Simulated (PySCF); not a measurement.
Br4CrO, multiplicity 1.

```xyz
6

Cr     0.0000     0.0000     0.3848
O      0.0000     0.0000     1.9070
Br     1.6281     1.6281    -0.1749
Br    -1.6281    -1.6281    -0.1749
Br    -1.6281     1.6281    -0.1749
Br     1.6281    -1.6281    -0.1749
```
Charge 0, spin multiplicity 1.

Geometry optimised at r2SCAN-D4/def2-SVP. The multiplicity is an assumed one; other spin states were not compared.

Computed with PBE0/pcSseg-1 in PySCF. Non-relativistic, no solvent.

**Question.** Give the absolute GIAO shielding of each atom: isotropic value and principal components (ppm). (An estimate is asked for; the answer gives what the named calculation found.)

**Answer.** 
| atom | σ(iso) | σ11 | σ22 | σ33 | span |
|---|---|---|---|---|---|
| Cr1 | -10509.2 | -12437.1 | -9545.3 | -9545.2 | 2891.9 |
| O2 | -1207.7 | -1956.1 | -1956.1 | 288.9 | 2245.0 |
| Br3 | -3209.4 | -11543.8 | -156.4 | 2071.9 | 13615.6 |
| Br4 | -3209.5 | -11544.1 | -156.4 | 2071.9 | 13615.9 |
| Br5 | -3208.0 | -11540.4 | -155.5 | 2071.9 | 13612.3 |
| Br6 | -3208.1 | -11540.7 | -155.5 | 2071.9 | 13612.6 |
